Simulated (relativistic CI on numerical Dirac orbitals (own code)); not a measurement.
**K⁶⁺: sensitivity of the levels to the model**

Base calculation: Dirac-Coulomb-Breit CI, KLI orbitals optimised for each configuration, model QED, unscaled Slater integrals.

Configurations in the expansion (outside the closed core [Ne]): 3s2 3p, 3s 3p2, 3s2 3d, 3p3, 3s 3p 3d, 3p2 3d, 3s2 4s, 3s 3d2, 3s2 4p, 3s2 4d, 3s2 4f, 3s 3p 4s, 3s2 5s, 3s 3p 4p, 3s2 5p, 3s2 5d, 3s 3p 4d, 3s2 5f, 3s2 5g, 3s 3p 4f, 3s2 6s, 3p2 4s, 3s2 6p, 3s2 6d, 3s 3p 5s, 3p2 4p, 3s 3d 4s, 3s 3p 5p, 3s 3p 5d, 3s 3p 5f, 3s 3p 5g, 3s 3p 6s, 3s 3p 6p, 3s 3p 6d, 3p 3d2, 3d3, 3d2 4s, 3d2 4p, 3d2 4d, 3s 3d 4p. Double excitations out of closed p, d and f shells are left out; levels of such configurations are missing from the list, as are those of other unlisted configurations, and high levels can miss mixing partners. These lack a partner that the ground configuration has and come out too high: 3s2 4f, 3s2 5s, 3s2 5p, 3s2 5d, 3s2 5f.

Variants: (1) P86 correlation estimate; (2) Breit term removed; (3) only the first 3 configurations. Shifts of the energy above 3s2 3p 2P°_1/2, in cm⁻¹, for the lowest level and the first level of each name with at least 55 % of one term (blank where a level changes its place among those of its configuration and J or its character, or is not in the variant):

| Level | Base | Δ(1) | Δ(2) | Δ(3) | Measured |
| --- | --- | --- | --- | --- | --- |
| 3s2 3p 2P°_1/2 | 0 | 0 | 0 | 0 | 0 |
| 3s2 3p 2P°_3/2 | 3091 | +1 | +124 | +90 | 3134 |
| 3s 3p2 4P_1/2 | 112574 | +592 | -18 | -14443 | 114889 |
| 3s 3p2 4P_3/2 | 113697 | +592 | +28 | -14438 | 116027 |
| 3s 3p2 4P_5/2 | 115415 | +592 | +115 | -14417 | 117764 |
| 3s 3p2 2D_3/2 | 151994 | +620 | +95 | -8339 | 151884 |
| 3s 3p2 2D_5/2 | 152165 | +620 | +123 | -8365 | 152052 |
| 3s 3p2 2S_1/2 | 197280 | +613 | +69 | -6269 | 193084 |
| 3s 3p2 2P_1/2 | 211272 | +643 | +52 | +3784 | 206503 |
| 3s 3p2 2P_3/2 | 213188 | +644 | +129 | +3874 | 208432 |
| 3s2 3d 2D_3/2 | 255796 | +703 | +241 | -344 | 250664 |
| 3s2 3d 2D_5/2 | 255880 | +703 | +281 | -323 | 250787 |
| 3p3 2D°_3/2 | 296773 | +1211 | +115 |  | 297788 |
| 3p3 2D°_5/2 | 297072 | +1211 | +145 |  | 298098 |
| 3p3 4S°_3/2 | 308693 | +1237 | +55 |  | 308021 |
| 3s 3p 3d 4F°_3/2 | 334036 | +1174 | +175 |  |  |
| 3s 3p 3d 4F°_5/2 | 334668 | +1174 | +220 |  | 334828 |
| 3s 3p 3d 4F°_7/2 | 335573 | +1174 | +281 |  | 335745 |
| 3s 3p 3d 4F°_9/2 | 336772 | +1174 | +351 |  | 336960 |
| 3p3 2P°_1/2 | 338451 | +1209 | +110 |  | 335425 |
| 3p3 2P°_3/2 | 338475 | +1209 | +126 |  | 335460 |
| 3s 3p 3d 4P°_5/2 | 364109 | +1176 | +245 |  | 362740 |

At this charge configurations can still be misplaced by up to about 7 % of their energy. 66 of the 69 excited levels that our extract of the measured tables holds in this range could be paired (the sources list more); they are missed by 4888 cm⁻¹ on average and 12965 at most, and levels without a partner can miss by more.

Measured levels: Sansonetti, J. Phys. Chem. Ref. Data 37, 7 (2008).

Ionisation energy from the two ground configurations alone: base 116.955 eV; P86 correlation estimate 118.1 eV; Breit term removed 116.991 eV. The NIST ASD value (measured) is 117.56 eV.
